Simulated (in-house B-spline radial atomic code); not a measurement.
**RPBE excitations of Sb³⁺**

Method: RPBE. Computed with an all-electron radial atomic-structure program (B-spline basis): linear response of the closed shell [Kr] 4d10 5s2 with the functional's adiabatic kernel; scalar-relativistic (spin-free one-electron X2C), finite nucleus, no spin-orbit coupling, no double excitations, S, P, D and F terms only; shells from n = 3 respond. Only terms of natural parity with L up to 3 were computed.

Command:
```bash
python run_td.py task.json out
```
Settings (radii: box in bohr, nucleus in fm):
```
Z                        51
electrons                48
configuration            [Kr] 4d10 5s2
hamiltonian              x2c
method                   rpbe,pbe
box_radius               23.08
rms_radius               4.6802
intervals                72
```

Time taken, with all properties: 1 s on 1 thread of Intel(R) Xeon(R) 6975P-C (Granite Rapids), with other jobs on the host.

The lowest states, in the order of their Tamm-Dancoff energies; the method's threshold (minus the highest occupied level) is 38.68 eV. Labels give the largest channel, * marks a mixed state, and oscillator strengths are full-response dipole values. Semilocal kernels can invert the small singlet-triplet splittings of Rydberg terms. Energies in eV:

```
     state  full response  Tamm-Dancoff  oscillator strength
5s → 5p 3P          8.659         8.782                    -
5s → 5p 1P         11.937        12.432                  1.6
5s → 5d 3D         21.456        21.487                    -
5s → 5d 1D         22.200        22.220                    -
5s → 6s 3S         22.658        22.666                    -
5s → 6s 1S         23.295        23.334                    -
5s → 6p 3P              ?             ?                    -
5s → 6p 1P              ?             ?                    ?
5s → 4f 3F         27.154        27.197                    -
5s → 4f 1F         27.649        27.661                    -
5s → 6d 3D          30.29         30.30                    -
5s → 6d 1D          30.48         30.49                    -
5s → 7s 3S          30.50         30.50                    -
5s → 7s 1S          30.65         30.66                    -
```

Task: Where does 5s → 6p 1P lie?

Result: At 26.143 eV in full response, 26.187 eV in Tamm-Dancoff, oscillator strength 0.025.

Task: Where does 5s → 6p 3P lie?

Result: At 25.822 eV in full response, 25.834 eV in Tamm-Dancoff.

Task: How large is the singlet-triplet splitting of 5s → 5p (P terms) in Tamm-Dancoff?

Result: 3.65 eV, from the unrounded values.

Task: What polarisabilities and dispersion coefficient does the method give?

Result: Dipole 10.49 bohr³, quadrupole 29.96 bohr⁵, C6 50.48 hartree·bohr⁶ for two such species.
